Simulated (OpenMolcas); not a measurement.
Mn3+ among 6 point charges of -0.5 e arranged as a trigonal prism (D3h), 1.7 Å from the ion, with a polar angle of 55.0° against the regular 49.1°.

```
Program             : OpenMolcas 26.06
Method              : SS-CASPT2, IPEA 0.25 Eh, imaginary shift 0.1 Eh (closed shells correlated: 3s 3p)
Basis               : ANO-RCC-VTZP [6s5p3d2f1g]
Scalar Hamiltonian  : DKH2, point nucleus
Active space        : 4 electrons in 5 orbitals (3d)
State averaging     : 2S+1 = 5 even, 5 roots; 2S+1 = 3 even, 45 roots; 2S+1 = 1 even, 50 roots
Spin-orbit coupling : state interaction with AMFI integrals over the reference wave functions
```

**Question.** What is the spin-free ground state (labels of D3, the rotations of D3h)?

**Answer.** 5E, 2-fold in its orbital part, 100 % from free-ion D terms; it has the highest spin that d4 allows.

**Question.** Where is the first state of the same spin?

**Answer.** 5E at 628 cm-1 above the ground state.

**Question.** What are the lowest two levels with spin-orbit coupling?

**Answer.** A 1-fold level A1, then a 2-fold level E 34 cm-1 above it. Their leading multiplicities are 5 (100 %) and 5 (100 %).

**Question.** What is χT at 300 K, and how does it compare with the textbook value?

**Answer.** The lowest level has 2S+1 = 5, for which the spin-only value is χT = S(S+1) / 2 = 3.000 cm3 K/mol (g = 2). The computed 2.084 at 300 K differs by -0.916, through orbital momentum, spin-orbit coupling and any other state in reach.

Roots that are degenerate in the reference are averaged as groups; the widest CASPT2 spread within a group is 69 cm-1 (the 2-fold group of multiplicity 1 near 82800 cm-1 above the lowest state of its run). Shifts and gaps below about the spread of the groups concerned are not significant. An orbital doublet at a regular site is open to a Jahn-Teller distortion, which this geometry leaves out. The ground term spreads over less than 5000 cm-1, several times less than with real ligands, so orbital moments are less quenched and χT lies further from the spin-only value than at real sites. Free-ion shares, where given, are those of the reference states; single-state CASPT2 does not remix them. Point charges carry no covalency, so the field is a model and not that of real ligands. No measured value stands beside these numbers.
